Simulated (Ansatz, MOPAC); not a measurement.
Species: C$_{3}$H$_{8}$O$_{2}$Si, net charge 0, singlet state. SMILES: C[SiH](C)OC=O
Geometry: optimised at B3LYP-D3(BJ)/def2-TZVP (Ansatz, a first-principles code).

Wanted: size of the dipole moment, in D. Set-up: no dispersion term unless named; non-relativistic; six Cartesian d functions in 6-31G* and its kin unless marked 5d; spin-orbit terms left out. Ab initio and DFT rows: single points at B3LYP-D3(BJ) geometries (Ansatz). Semi-empirical rows: dipoles at the shared geometry.

| level | program | size of the dipole moment (D) |
|---|---|---|
| PM3 | MOPAC | 1.50 |
| PBE/STO-3G | Ansatz | 1.73 |
| B3LYP/6-31G* | Ansatz | 1.28 |
| B3LYP/6-31+G* | Ansatz | 1.47 |
| B3LYP/6-31G** | Ansatz | 1.28 |
| B3LYP/def2-SVP | Ansatz | 1.28 |
| B3LYP/cc-pVDZ | Ansatz | 1.25 |

No value to compare with is used here. The 7 habitual levels span 1.25 (B3LYP/cc-pVDZ) to 1.73 D (PBE/STO-3G).

The levels are drawn from those run, B3LYP/6-31G* more often than the rest, none by its result; left out are runs that failed, that the program found above a lower state of the same kind, or whose <S^2> lies over 0.5 above the pure value.
